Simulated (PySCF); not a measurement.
# Br²⁶⁺ (bromine, charge +26) across methods

[He] 2s2 2p5, 2P determinant. All numbers are calculated (PySCF 2.14, scalar relativity by spin-free X2C-1e, in an even-tempered Gaussian basis (20 s from 7 bohr⁻², ratio 2.2; 12 p from 9.1 bohr⁻², ratio 2.2; 6 d from 43 bohr⁻², ratio 2.4; 5 f from 64 bohr⁻², ratio 2.4; 4 g from 96 bohr⁻², ratio 2.4)).

| method | E (hartree) | mean ε 2s β (eV) | mean ε 2p α (eV) | mean ε 2p β (eV) | Σ⟨r²⟩ (bohr²) | ⟨S²⟩ |
| --- | --- | --- | --- | --- | --- | --- |
| UHF | -2088.01567 | -3066.8 | -2897.4 | -2882.5 | 0.2377 | 0.750 |
| LDA | -2084.551 | -2990.0 | -2823.7 | -2810.7 | 0.2385 | 0.750 |
| r2SCAN | -2088.441 | -3002.2 | -2834.1 | -2821.3 | 0.2378 | 0.750 |
| TPSS | -2088.489 | -2997.2 | -2827.1 | -2815.8 | 0.2381 | 0.750 |
| PBE | -2088.029 | -2993.5 | -2825.5 | -2813.5 | 0.2382 | 0.750 |
| PBE0 | -2088.115 | -3012.3 | -2843.9 | -2831.2 | 0.2381 | 0.750 |

Q: Estimate the same row for PBEsol.

A: E (hartree) = -2086.486; mean ε 2s β (eV) = -2991.8; mean ε 2p α (eV) = -2824.3; mean ε 2p β (eV) = -2811.8; Σ⟨r²⟩ (bohr²) = 0.2383; ⟨S²⟩ = 0.750.

Spin-orbit coupling, absent here, splits the open shell strongly.
